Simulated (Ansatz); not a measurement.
`FC([SiH3])S` + `NC=O` → `O=CNC(F)[SiH3]` + H₂S  (substitution at a C–S bond)

Computed with Ansatz on PBE0-D4/def2-TZVP structures; ΔE is electronic, products minus reactants. CCSD(T)/CBS adds triple-zeta CCSD(T) − MP2 to the extrapolated MP2 energy (def2 sets, frozen cores). This one scheme is used for every species. DFT in def2-TZVPP. One conformer a species, not always the lowest.

`FC([SiH3])S`:

Z-matrix (Å, degrees):
```
C
Si 1 1.900
S 1 1.790 2 111.9
F 1 1.390 2 109.9 3 -125.3
H 1 1.095 2 111.0 3 116.2
H 2 1.485 1 110.0 3 174.0
H 2 1.485 1 107.8 3 54.0
H 2 1.483 1 108.4 3 -65.4
H 3 1.345 1 97.3 2 -44.0
```

`NC=O`:

```xyz
6

N     0.621   -0.182    0.245
C    -0.592    0.169   -0.236
O    -1.219   -0.457   -1.054
H     1.057   -1.026   -0.088
H     1.095    0.382    0.926
H    -0.962    1.114    0.207
```

`O=CNC(F)[SiH3]`:

Cartesian coordinates in Å:
```
O -0.481 -0.304 -2.681
C -0.169 0.663 -2.038
N -0.096 0.706 -0.673
C -0.496 -0.376 0.149
F -1.815 -0.192 0.586
Si 0.613 -0.583 1.686
H 0.120 1.625 -2.498
H 0.126 1.590 -0.245
H -0.495 -1.269 -0.482
H 1.963 -1.007 1.238
H 0.704 0.738 2.362
H 0.023 -1.592 2.596
```

H₂S:

Cartesian coordinates in Å:
```
S -0.583 -0.073 0.196
H 0.297 0.938 0.253
H 0.286 -0.865 -0.448
```

Is it downhill or uphill in electronic energy at CCSD(T)/CBS, and by how much? (Best estimate.)

Ansatz gave: Nearly level: ΔE = +0.1 kcal/mol.

What do these levels give: B2PLYP, HF/def2-TZVPP, CCSD/def2-TZVPP, CCSD(T)/def2-TZVPP, SCS-MP2/def2-QZVPP, MP2/CBS(def2)? (Best estimate.)

Ansatz gave: B2PLYP 0.1, HF/def2-TZVPP -1.6, CCSD/def2-TZVPP -1.3, CCSD(T)/def2-TZVPP -1.1, SCS-MP2/def2-QZVPP 0.2, MP2/CBS(def2) 1.1 kcal/mol.

Largest T1 diagnostic among the species: 0.016.

From PBE to PBE0 (25 % exact exchange), in def2-TZVPP and without D4, ΔE moves by −0.7 kcal/mol.
